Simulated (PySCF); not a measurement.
Dipole response of Cu²⁺ (copper, charge +2)

[Ar] 3d9, 2D determinant. Calculation: PySCF 2.14, in def2-QZVPPD; the non-relativistic Hamiltonian (point nucleus). Coupled (time-dependent) response in atomic units; α is the mean over directions.

```csv
method,mean α (bohr³),"α xx, yy, zz",C₆ (like pair),S(−4)
UHF,2.420,"2.333, 2.333, 2.595",6.406,2.374
PBE,3.154,"3.027, 3.027, 3.408",8.599,5.158
```

S(−4) is the Cauchy moment in α(ω) = α(0) + S(−4) ω² + …

α(iu) at UHF:

| u (hartree) | α(iu) (bohr³) |
| --- | --- |
| 0 | 2.420 |
| 0.0500 | 2.414 |
| 0.100 | 2.397 |
| 0.200 | 2.332 |
| 0.300 | 2.236 |
| 0.500 | 2.004 |
| 0.750 | 1.722 |
| 1.00 | 1.487 |
| 1.50 | 1.142 |
| 2.00 | 0.9069 |
| 3.00 | 0.6133 |
| 5.00 | 0.3325 |

A single London oscillator, α(iu) = α/(1 + u²/ω²), gives C₆ = (3/4) ω α². Matching the computed C₆ needs ω = 4 × 6.406 / (3 × 2.420²) = 1.46 hartree.

For an ion, C₆ is the dispersion term alone; charge-induced terms of lower order in 1/R come first.

The components differ because the open shell of this determinant is not spherical; for a pure term their mean is the scalar polarisability.
